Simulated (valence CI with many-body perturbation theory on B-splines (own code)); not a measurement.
# E1 line list for Cs22+

Computed by valence CI with perturbative core correlation (CI+MBPT): five valence electrons over a frozen Dirac-Fock core [Ar] 3d10, a basis of 11 s, 11 p, 10 d, 8 f, 5 g, 2 h functions for each j, with the one-electron correlation potential Σ1, the two-electron term Σ2, the three-electron term Σ3, Breit, model QED; selected CI, second order for the rest, scaled by the run's own slope (own B-spline code, finite nucleus).

No measured spectrum was set against this ion. As an estimate, levels hold to about 250 cm⁻¹ or 0.2 % of their energy and the worst to 1 %, as in measured heavy ions of charge 2 to 7; those with d or f electrons hold less well. Among the levels kept, up to 2100 cm⁻¹ of a level comes from second order outside the variational space, and about a tenth of that is noise between levels of different J, which matters for small intervals.

Lines 201 to 250 of 551 in falling wavelength, among levels below 1865900 cm⁻¹, chosen from the strongest by gf and those to the six lowest levels. Wavelengths and rates use the calculated energies, so an error of 2000 cm⁻¹ moves a line at 12.80 nm by 0.26 % and its rate by three times that or more. Electric multipoles are in the length gauge, E1 and E2 with the static RPA response of the core. Weak lines are less certain than strong ones. Lines between different terms over intervals too small for the method are left out, as are lines whose strength nearly cancels. Where a level lies close to another of its J and parity, the split of strength between their lines is uncertain. The highest levels of a list are the least certain.

Levels are named by their leading jj configuration (3d3/2^4 stands for four electrons in 3d with j = 3/2), which in mixed levels can hold well under half, so a name can repeat and another be missing. Letters in brackets count levels of one name in rising energy.

| λ vac (nm) | Upper | Lower | A (s⁻¹) | S (a.u.) with core polarisation | S without |
| --- | --- | --- | --- | --- | --- |
| 12.80 | (4s 4p1/2^2 4p3/2 4d5/2) J=3/2 | (4s 4p1/2^2 4p3/2^2) J=1/2 | 4.66e+10 | 1.93e-01 | 2.06e-01 |
| 12.79 | (4s^2 4p1/2 4d3/2 4d5/2) J=7/2 | (4s^2 4p1/2 4p3/2 4d3/2) J=5/2 [a] | 1.43e+10 | 1.18e-01 | 1.27e-01 |
| 12.79 | (4s 4p3/2^3 4d5/2) J=5/2 [c] | (4s^2 4p1/2 4p3/2 4d3/2) J=5/2 [b] | 1.30e+10 | 8.09e-02 | 8.66e-02 |
| 12.78 | (4s 4p1/2 4p3/2^2 4d5/2) J=3/2 [b] | (4s 4p1/2 4p3/2^3) J=5/2 | 9.90e+10 | 4.08e-01 | 4.38e-01 |
| 12.77 | (4s 4p1/2^2 4p3/2 4d3/2) J=5/2 [b] | (4s 4p1/2^2 4p3/2^2) J=5/2 | 1.79e+08 | 1.10e-03 | 1.18e-03 |
| 12.77 | (4s^2 4p1/2 4p3/2 4f7/2) J=5/2 [a] | (4s^2 4p1/2 4p3/2 4d5/2) J=5/2 [b] | 6.54e+10 | 4.03e-01 | 4.32e-01 |
| 12.75 | (4s^2 4p1/2 4p3/2 4d5/2) J=3/2 [a] | (4s^2 4p1/2 4p3/2^2) J=3/2 | 6.72e+10 | 2.75e-01 | 2.96e-01 |
| 12.75 | (4s^2 4p3/2 4d3/2 4d5/2) J=1/2 | (4s^2 4p3/2^2 4d3/2) J=1/2 | 4.43e+10 | 9.07e-02 | 9.75e-02 |
| 12.75 | (4s^2 4p3/2 4d3/2 4d5/2) J=5/2 [b] | (4s^2 4p3/2^2 4d3/2) J=3/2 [a] | 1.31e+10 | 8.03e-02 | 8.68e-02 |
| 12.75 | (4s^2 4p3/2 4d3/2 4d5/2) J=5/2 [c] | (4s^2 4p3/2^2 4d3/2) J=3/2 [a] | 1.36e+10 | 8.32e-02 | 8.92e-02 |
| 12.74 | (4s^2 4p1/2 4p3/2 4d3/2) J=5/2 [b] | (4s^2 4p1/2 4p3/2^2) J=5/2 | 5.56e+10 | 3.40e-01 | 3.65e-01 |
| 12.73 | (4s 4p1/2 4p3/2^2 4d5/2) J=5/2 [d] | (4s 4p1/2 4p3/2^3) J=5/2 | 1.58e+10 | 9.68e-02 | 1.04e-01 |
| 12.72 | (4s^2 4p3/2 4d5/2^2) J=7/2 | (4s^2 4p3/2^2 4d5/2) J=9/2 | 8.00e+10 | 6.50e-01 | 6.98e-01 |
| 12.71 | (4s^2 4p1/2 4p3/2 4f5/2) J=7/2 [b] | (4s^2 4p1/2 4p3/2 4d5/2) J=7/2 [b] | 9.72e+09 | 7.88e-02 | 8.47e-02 |
| 12.70 | (4s^2 4p1/2 4d5/2^2) J=7/2 | (4s^2 4p1/2 4p3/2 4d5/2) J=9/2 | 3.02e+10 | 2.45e-01 | 2.63e-01 |
| 12.70 | (4s^2 4p1/2 4p3/2 4d5/2) J=3/2 [b] | (4s^2 4p1/2 4p3/2^2) J=1/2 | 5.95e+10 | 2.40e-01 | 2.57e-01 |
| 12.70 | (4s^2 4p1/2 4d3/2 4d5/2) J=3/2 [b] | (4s^2 4p1/2 4p3/2 4d5/2) J=3/2 [a] | 2.55e+10 | 1.03e-01 | 1.10e-01 |
| 12.67 | (4s^2 4p1/2 4p3/2 4d5/2) J=7/2 [b] | (4s^2 4p1/2 4p3/2^2) J=5/2 | 5.95e+10 | 4.78e-01 | 5.11e-01 |
| 12.66 | (4s 4p1/2^2 4p3/2 4d3/2) J=7/2 [b] | (4s 4p1/2^2 4p3/2^2) J=5/2 | 2.96e+10 | 2.37e-01 | 2.53e-01 |
| 12.66 | (4s^2 4p1/2^2 4f5/2) J=5/2 | (4s^2 4p1/2 4p3/2 4d3/2) J=5/2 [a] | 1.24e+10 | 7.41e-02 | 7.93e-02 |
| 12.65 | (4s 4p1/2^2 4p3/2 4d5/2) J=5/2 [b] | (4s 4p1/2^2 4p3/2^2) J=3/2 | 7.97e+10 | 4.78e-01 | 5.12e-01 |
| 12.64 | (4s^2 4p1/2 4d3/2 4d5/2) J=9/2 | (4s^2 4p1/2 4p3/2 4d3/2) J=7/2 | 1.71e+10 | 1.70e-01 | 1.84e-01 |
| 12.64 | (4s^2 4p1/2 4d3/2 4d5/2) J=5/2 | (4s^2 4p1/2 4p3/2 4d5/2) J=5/2 [a] | 2.36e+10 | 1.41e-01 | 1.51e-01 |
| 12.63 | (4s^2 4p1/2 4d3/2 4d5/2) J=3/2 [a] | (4s^2 4p1/2 4p3/2 4d3/2) J=3/2 [a] | 4.79e+10 | 1.90e-01 | 2.04e-01 |
| 12.62 | (4s^2 4p1/2 4p3/2 4d3/2) J=3/2 [b] | (4s^2 4p1/2 4p3/2^2) J=5/2 | 5.60e+10 | 2.22e-01 | 2.39e-01 |
| 12.60 | (4s 4p3/2^4) J=1/2 | (4s^2 4p1/2 4p3/2^2) J=3/2 | 2.14e+10 | 4.23e-02 | 4.56e-02 |
| 12.59 | (4s^2 4p3/2 4d3/2^2) J=3/2 [b] | (4s^2 4p3/2^2 4d3/2) J=5/2 | 6.23e+10 | 2.46e-01 | 2.63e-01 |
| 12.57 | (4s 4p1/2^2 4p3/2 4d3/2) J=3/2 [c] | (4s 4p1/2^2 4p3/2^2) J=3/2 | 4.45e+10 | 1.74e-01 | 1.87e-01 |
| 12.56 | (4s^2 4p1/2 4p3/2 4f7/2) J=7/2 | (4s^2 4p1/2 4p3/2 4d5/2) J=7/2 [b] | 1.50e+10 | 1.17e-01 | 1.26e-01 |
| 12.55 | (4s^2 4p1/2 4p3/2 4f7/2) J=9/2 [b] | (4s^2 4p1/2 4p3/2 4d5/2) J=7/2 [b] | 1.48e+10 | 1.44e-01 | 1.53e-01 |
| 12.54 | (4s^2 4p3/2 4d5/2^2) J=7/2 | (4s^2 4p3/2^2 4d5/2) J=7/2 | 1.88e+10 | 1.46e-01 | 1.58e-01 |
| 12.51 | (4s 4p1/2 4p3/2^2 4d5/2) J=3/2 [a] | (4s 4p1/2 4p3/2^3) J=3/2 [a] | 3.26e+10 | 1.26e-01 | 1.35e-01 |
| 12.50 | (4s 4p1/2 4p3/2^2 4d5/2) J=1/2 [c] | (4s 4p1/2 4p3/2^3) J=3/2 [b] | 4.99e+10 | 9.62e-02 | 1.03e-01 |
| 12.50 | (4s^2 4p3/2^2 4d3/2) J=3/2 [b] | (4s^2 4p3/2^3) J=3/2 | 5.51e+10 | 2.12e-01 | 2.28e-01 |
| 12.47 | (4s^2 4p3/2 4d5/2^2) J=9/2 | (4s^2 4p3/2^2 4d5/2) J=9/2 | 9.29e+10 | 8.89e-01 | 9.55e-01 |
| 12.46 | (4s^2 4p3/2 4d5/2^2) J=5/2 | (4s^2 4p3/2^2 4d5/2) J=7/2 | 9.02e+10 | 5.17e-01 | 5.55e-01 |
| 12.45 | (4s^2 4p1/2 4p3/2 4f7/2) J=5/2 [b] | (4s^2 4p1/2 4p3/2 4d5/2) J=3/2 [b] | 3.60e+10 | 2.06e-01 | 2.18e-01 |
| 12.42 | (4s^2 4p1/2 4d3/2 4d5/2) J=3/2 [a] | (4s^2 4p1/2 4p3/2 4d3/2) J=1/2 [a] | 1.94e+10 | 7.34e-02 | 7.88e-02 |
| 12.42 | (4s 4p1/2 4p3/2^2 4d5/2) J=3/2 [c] | (4s 4p1/2 4p3/2^3) J=5/2 | 2.77e+10 | 1.05e-01 | 1.13e-01 |
| 12.42 | (4s 4p1/2 4p3/2^2 4d5/2) J=3/2 [d] | (4s 4p1/2 4p3/2^3) J=3/2 [b] | 2.59e+10 | 9.81e-02 | 1.05e-01 |
| 12.40 | (4s 4p3/2^3 4d3/2) J=5/2 [b] | (4s^2 4p1/2 4p3/2 4d3/2) J=7/2 | 1.46e+10 | 8.27e-02 | 8.88e-02 |
| 12.40 | (4s 4p1/2 4p3/2^2 4d3/2) J=3/2 [a] | (4s 4p1/2^2 4p3/2^2) J=5/2 | 4.37e+09 | 1.64e-02 | 1.76e-02 |
| 12.40 | (4s 4p3/2^3 4d5/2) J=5/2 [b] | (4s^2 4p1/2 4p3/2 4d5/2) J=5/2 [a] | 1.54e+10 | 8.67e-02 | 9.29e-02 |
| 12.39 | (4s 4p3/2^3 4d3/2) J=5/2 [a] | (4s^2 4p1/2 4p3/2 4d3/2) J=5/2 [a] | 3.08e+10 | 1.74e-01 | 1.86e-01 |
| 12.38 | (4s 4p3/2^3 4d3/2) J=3/2 [b] | (4s^2 4p1/2 4p3/2 4d5/2) J=3/2 [a] | 6.70e+10 | 2.51e-01 | 2.69e-01 |
| 12.37 | (4s^2 4p3/2 4d3/2 4d5/2) J=3/2 | (4s^2 4p1/2 4p3/2 4d5/2) J=1/2 | 5.92e+10 | 2.22e-01 | 2.37e-01 |
| 12.37 | (4s 4p1/2 4p3/2^2 4d5/2) J=7/2 [d] | (4s 4p1/2 4p3/2^3) J=5/2 | 5.10e+10 | 3.81e-01 | 4.08e-01 |
| 12.37 | (4s^2 4p1/2 4p3/2 4f5/2) J=5/2 [c] | (4s^2 4p1/2 4p3/2 4d3/2) J=3/2 [b] | 3.38e+10 | 1.90e-01 | 2.02e-01 |
| 12.37 | (4s^2 4p1/2 4d5/2^2) J=1/2 | (4s^2 4p1/2 4p3/2 4d5/2) J=3/2 [b] | 1.86e+11 | 3.47e-01 | 3.72e-01 |
| 12.36 | (4s^2 4p1/2 4p3/2 4f5/2) J=7/2 [c] | (4s^2 4p1/2 4p3/2 4d5/2) J=7/2 [b] | 1.15e+10 | 8.56e-02 | 9.12e-02 |
